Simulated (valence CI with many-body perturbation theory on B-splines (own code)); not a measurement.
**V: configurations and terms from energies and g**

Computed by relativistic CI+MBPT: five valence electrons over a frozen Dirac-Fock core [Ar], a basis of 7 s, 7 p, 8 d, 6 f, 4 g, 1 h functions for each j, with the one-electron correlation potential Σ1 (screened to all orders), the two-electron term Σ2, the three-electron term Σ3, Breit, model QED; selected single and double excitations, second order for the rest, scaled by the run's own slope (own B-spline code, finite nucleus).

Set against measurement, 15 paired levels are off by 760 cm⁻¹ on average, the worst by 1229. These come from a selection out of the NIST Handbook of Basic Atomic Spectroscopic Data. Levels without a partner in it may be off by more, other configurations by 1,000 to 4,000 cm⁻¹. Among the levels kept, up to 1600 cm⁻¹ of a level comes from second order outside the variational space, and about a tenth of that is noise between levels of different J, which matters for small intervals.

```tsv
No.	J	Parity	E (cm⁻¹)	g
1	3/2	even	0.0	0.399
2	5/2	even	130	1.028
3	7/2	even	320	1.238
4	9/2	even	538	1.334
5	1/2	even	3340	3.338
6	3/2	even	3374	1.868
7	5/2	even	3444	1.658
8	7/2	even	3536	1.588
9	9/2	even	3642	1.557
14	5/2	even	9785	1.376
15	7/2	even	9925	1.429
16	5/2	even	9951	1.597
17	7/2	even	10986	0.889
18	9/2	even	11182	1.110
```

Energies count from the lowest level. Strongly mixed levels and levels close to another of their J and parity are left out, so the numbers can have gaps.

Problem. Give configuration and LS term of each level.

Solution. 1: 3d3 4s2 4F; 2: 3d3 4s2 4F; 3: 3d3 4s2 4F; 4: 3d3 4s2 4F; 5: 3d4 4s 6D; 6: 3d4 4s 6D; 7: 3d4 4s 6D; 8: 3d4 4s 6D; 9: 3d4 4s 6D; 14: 3d4 4s 4D; 15: 3d4 4s 4D; 16: 3d3 4s2 4P; 17: 3d3 4s2 2G; 18: 3d3 4s2 2G.
